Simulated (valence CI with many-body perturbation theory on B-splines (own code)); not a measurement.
## Ho LV: calculated level list

Computed by valence CI with perturbative core correlation (CI+MBPT): three valence electrons over a frozen Dirac-Fock core [Ne], radial functions for each j: 9 s, 9 p, 8 d, 6 f, 3 g, 1 h, with the one-electron correlation potential Σ1, the two-electron term Σ2, the three-electron term Σ3, Breit, model QED; selected CI, second order for the rest, scaled by the run's own slope (own B-spline code, finite nucleus).

No measured spectrum was set against this ion. As an estimate, large intervals hold to a few tenths of a per cent, small ones and those within an open d or f shell to about a per cent.

Levels 1 to 35 of 35, with energies above the lowest level, (3s^2 3p1/2) J=1/2. "Leading %" is the weight of the configuration and term that name the level; weights of strongly mixed levels are sums over their largest components and can fall short, so below about 35 % the name and the second component can differ from the true leading terms, or belong to a minority configuration. In the jj column 3d3/2^4 stands for four electrons in 3d with j = 3/2. Lifetimes count E1, E2, E3, M1 and M2 decay at the calculated energies, and are blank where another channel may lead or the interval is too uncertain; long ones can be off by a factor of two.

```
No.  Configuration  Term    J  E (eV)  Leading %      g  Lifetime              Leading jj
  1          3s²3p   ²P°  1/2    0.00        100  0.651                3s^2 3p1/2 (100 %)
  2          3s3p²    ⁴P  1/2  142.68         56  2.155   36.7 ps       3s 3p1/2^2 (98 %)
  3          3s²3p   ²P°  3/2  226.96         99  1.323   11.0 ns       3s^2 3p3/2 (99 %)
  4          3s3p²    ⁴P  3/2  343.79         90  1.640    170 ps   3s 3p1/2 3p3/2 (99 %)
  5          3s3p²    ²D  5/2  359.46         59  1.345   98.3 ps   3s 3p1/2 3p3/2 (97 %)
  6          3s3p²    ²D  3/2  378.86         53  0.961   2.57 ps   3s 3p1/2 3p3/2 (82 %)
  7          3s3p²    ²P  1/2  387.63         70  1.242    777 fs   3s 3p1/2 3p3/2 (98 %)
  8          3s²3d    ²D  3/2  432.31         82  0.828    599 fs       3s^2 3d3/2 (82 %)
  9          3s²3d    ²D  5/2  476.42         95  1.205   5.69 ps       3s^2 3d5/2 (95 %)
 10            3p³   ²P°  3/2  520.24         33  1.162   3.87 ps    3p1/2^2 3p3/2 (69 %)
 11         3s3p3d   ⁴F°  3/2  533.81         68  0.622   6.89 ps   3s 3p1/2 3d3/2 (81 %)
 12         3s3p3d   ⁴F°  5/2  545.19         46  1.029   48.8 ps   3s 3p1/2 3d3/2 (97 %)
 13         3s3p3d   ⁴D°  1/2  568.26         60  0.386    875 fs   3s 3p1/2 3d3/2 (98 %)
 14         3s3p3d   ⁴D°  3/2  572.68         37  1.297    683 fs   3s 3p1/2 3d3/2 (85 %)
 15          3s3p²    ⁴P  5/2  582.80         57  1.417   2.82 ps       3s 3p3/2^2 (97 %)
 16         3s3p3d   ⁴P°  5/2  597.36         38  1.351   5.40 ps   3s 3p1/2 3d5/2 (99 %)
 17         3s3p3d   ⁴F°  7/2  608.77         46  1.243   7.67 ps   3s 3p1/2 3d5/2 (97 %)
 18          3s3p²    ²S  1/2  614.93         68  1.904   1.09 ps       3s 3p3/2^2 (98 %)
 19         3s3p3d   ²F°  5/2  618.26         51  1.041   6.00 ps   3s 3p1/2 3d5/2 (96 %)
 20          3s3p²    ²P  3/2  620.94         62  1.195    541 fs       3s 3p3/2^2 (98 %)
 21         3s3p3d   ²D°  3/2  623.04         38  1.114   2.21 ps   3s 3p1/2 3d5/2 (85 %)
 22          3p²3d    ²D  3/2  706.84         39  0.771   7.86 ps    3p1/2^2 3d3/2 (99 %)
 23            3p³   ²D°  5/2  741.64         71  1.162   1.50 ps    3p1/2 3p3/2^2 (71 %)
 24            3p³   ⁴S°  3/2  745.63         48  1.405    663 fs    3p1/2 3p3/2^2 (92 %)
 25            3p³   ²P°  1/2  759.78         83  0.693    903 fs    3p1/2 3p3/2^2 (83 %)
 26          3p²3d    ²D  5/2  770.52         31  1.193   4.47 ps    3p1/2^2 3d5/2 (97 %)
 27         3s3p3d   ⁴D°  3/2  773.06         43  1.304    984 fs   3s 3p3/2 3d3/2 (98 %)
 28         3s3p3d   ⁴P°  1/2  774.47         83  2.224   1.21 ps   3s 3p3/2 3d3/2 (97 %)
 29         3s3p3d   ⁴D°  5/2  775.42         45  1.240    751 fs   3s 3p3/2 3d3/2 (81 %)
 30         3s3p3d   ⁴F°  7/2  778.68         41  1.249   1.27 ps   3s 3p3/2 3d3/2 (90 %)
 31         3s3p3d   ²D°  3/2  801.93         63  0.985    550 fs   3s 3p3/2 3d3/2 (81 %)
 32         3s3p3d   ⁴F°  9/2  806.62        100  1.323   19.8 ns  3s 3p3/2 3d5/2 (100 %)
 33         3s3p3d   ²F°  5/2  815.55         68  0.960    457 fs   3s 3p3/2 3d3/2 (90 %)
 34         3s3p3d   ²P°  1/2  819.63         67  0.608    406 fs   3s 3p3/2 3d3/2 (86 %)
 35         3s3p3d   ²D°  5/2  827.20         48  1.331   2.09 ps   3s 3p3/2 3d5/2 (95 %)
```

The ionisation energy to 3s² ¹S0 of the next ion comes out as 5259.3 eV (NIST: 5258 ± 5 eV (theoretical)). All 35 levels together are meant to be complete up to 834.01 eV.
